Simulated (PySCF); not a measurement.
B(H)(Cl)(NMe2) (C2H7BClN), SMILES ClBN(C)C. Geometry: B3LYP-D3(BJ)/def2-SVP. The structure was generated by enumeration, and PubChem lists no compound with its InChIKey, so it may never have been made. The values are those of a single conformer.

Level of theory: PySCF 2.14.0 with B3LYP-D3(BJ)/def2-SVP.

Harmonic wavenumbers (cm⁻¹): 148, 191, 237, 240, 346, 373, 461, 788, 832, 891, 1072, 1079, 1115, 1165, 1176, 1256, 1429, 1442, 1459, 1460, 1472, 1474, 1553, 2642, 3000, 3007, 3059, 3065, 3150, 3165. Rotational constants (GHz): 8.891, 2.154, 1.773; symmetry number 1.

Problem. Work out the zero-point energy and the ideal-gas rigid-rotor harmonic-oscillator thermochemistry at 298.15 K and 1 atm.

Solution. ZPE = ½ Σ hcν = ½ × 42747 cm⁻¹ = 61.11 kcal/mol. H − E(el) = 65.71 kcal/mol. Entropy in cal/(mol K): translation 39.45, rotation 26.65, vibration 12.53, total 78.63. G − E(el) = 42.27 kcal/mol. Cp = 23.58 cal/(mol K). Modes under 150 cm⁻¹ make the vibrational entropy uncertain.
